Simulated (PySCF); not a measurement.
## Deuteron quadrupole couplings in `C#C[SiH2]/C=C/[SiH2]P`

Compound: C₄H₉PSi₂.
Atom-mapped SMILES: `[CH:1]#[C:2][SiH2:3]/[CH:4]=[CH:5]/[SiH2:6][PH2:7]` (hydrogens: H8 on C1; H9, H10 on Si3; H11 on C4; H12 on C5; H13, H14 on Si6; H15, H16 on P7)

Geometry (GFN2-xTB, Å), atoms numbered from 1 in this order:
```xyz
16
C4H9PSi2 angstrom
C     -3.4213    0.7014   -1.8736
C     -2.9369    0.2761   -0.8590
Si    -2.1873   -0.3758    0.7022
C     -0.3163   -0.1831    0.5673
C      0.3454    0.3314   -0.4660
Si     2.2219    0.4897   -0.5339
P      2.9801   -0.3056    1.4227
H     -3.8472    1.0729   -2.7617
H     -2.5413   -1.7937    0.8441
H     -2.6858    0.4175    1.8336
H      0.2688   -0.5266    1.4188
H     -0.2189    0.6784   -1.3236
H      2.8004   -0.3453   -1.5943
H      2.6028    1.8894   -0.7772
H      2.6502    0.8204    2.1561
H      4.2777    0.1293    1.2329
```

Level: PBE0/pcSseg-1 (PySCF, non-relativistic); Q(2H) = 0.00286 b; rigid geometry, the same for H and D, with no vibrational averaging.

Question: Rank these positions by the coupling χzz of a deuteron there, largest first.
A. H15 (P–H hydrogen)
B. H12 (vinylic hydrogen)
C. H13 (Si–H hydrogen)
D. H11 (vinylic hydrogen)
E. H8 (alkyne hydrogen)

Answer: E (260 kHz), B (215 kHz), D (209 kHz), A (144 kHz), C (107 kHz).

Question: Give the electric field gradient Vzz (the principal value of largest size), its asymmetry and the 2H coupling at each hydrogen.

Answer: 
```
atom  bonded to  bond length (Å)  Vzz (au)     η  χzz (kHz)
  H8         C1            1.053    0.3862  0.00        260
  H9        Si3            1.468    0.1572  0.02        106
 H10        Si3            1.469    0.1568  0.02        105
 H11         C4            1.089    0.3115  0.06        209
 H12         C5            1.084    0.3205  0.03        215
 H13        Si6            1.468    0.1589  0.02        107
 H14        Si6            1.471    0.1572  0.01        106
 H15         P7            1.384    0.2148  0.07        144
 H16         P7            1.382    0.2180  0.07        146
```

Question: Average by the element that carries the hydrogen.

Answer: on C: 228 kHz over 3 positions, mean bond length 1.075 Å; on Si: 106 kHz over 4 positions, mean bond length 1.469 Å; on P: 145 kHz over 2 positions, mean bond length 1.383 Å.

Question: Give the 2H NMR doublet splittings at H14 for a magnetic field along the z, y and x axes of the gradient: 3χ/2, 3χ(1 + η)/4, 3χ(1 − η)/4.

Answer: With |χ| = 105.7 kHz and η = 0.013: 158, 80 and 78 kHz, to first order and without motion.

The structure is a single GFN2-xTB conformer in the gas phase; no vibrational or solvent corrections. GFN2-xTB bond lengths can be off by several hundredths of an ångström, more for odd bonds, and the gradients follow them. These gradients aren't converged with respect to the basis.

The run behind these numbers computed NMR shieldings as well. Hardware: one thread of an Arm Neoverse V2, no GPU, shared host. Cost: 26 s, 0.83 GiB resident at most.
